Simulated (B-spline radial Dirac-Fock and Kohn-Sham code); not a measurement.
Electron momentum distribution of Cl⁵⁺: Compton profiles

System: the Cl⁵⁺ ion, configuration [Ne] 3s2, inside a Watson sphere of charge -5 and radius 2.4 Å (a model of the Madelung potential; inside it an electron's potential energy is raised by 30.0 eV).

Model: the impulse approximation on Dirac-Fock densities. Program: a radial B-spline solver. pz is in atomic units of momentum; subshell profiles are per electron, for a selection of subshells; open shells are spread over both j values by their weights.

```
  pz    J total   J 1s1/2   J 2p1/2   J 3s1/2
   0      2.300    0.0517     0.111     0.555
 0.1      2.284    0.0517     0.111     0.547
0.15      2.266    0.0516     0.111     0.538
0.21      2.234    0.0516     0.111     0.523
0.31      2.161    0.0516     0.111     0.489
0.46      2.015    0.0515     0.111     0.420
0.67      1.775    0.0514     0.111     0.309
0.99      1.437    0.0511     0.110     0.159
 1.4      1.164    0.0505     0.108    0.0570
 2.1     0.9527    0.0491    0.0992    0.0285
 3.1     0.6934    0.0463    0.0780    0.0209
 4.5     0.3902    0.0413    0.0458   0.00495
 6.6     0.1756    0.0327    0.0170  0.000593
 9.7    0.07199    0.0209   0.00380  0.000471
  14    0.02739    0.0101  0.000590  0.000233
  21   0.007048   0.00294  5.04e-05  5.34e-05
  31   0.001358  0.000596  3.62e-06  8.60e-06
  45  0.0002186  9.81e-05    < 1e-6  1.22e-06
  66  2.878e-05  1.31e-05    < 1e-6    < 1e-6
```

J(0) = 2.300. The 3s1/2 subshell gives the largest part, 48 %.

Mean momentum ⟨p⟩ by subshell (a.u.): 1s1/2 14.1, 2s1/2 4.32, 2p1/2 5.75, 2p3/2 5.72, 3s1/2 1.77.

Values without a named source are computed, but for edge energies of neutral atoms, which are taken from tables.
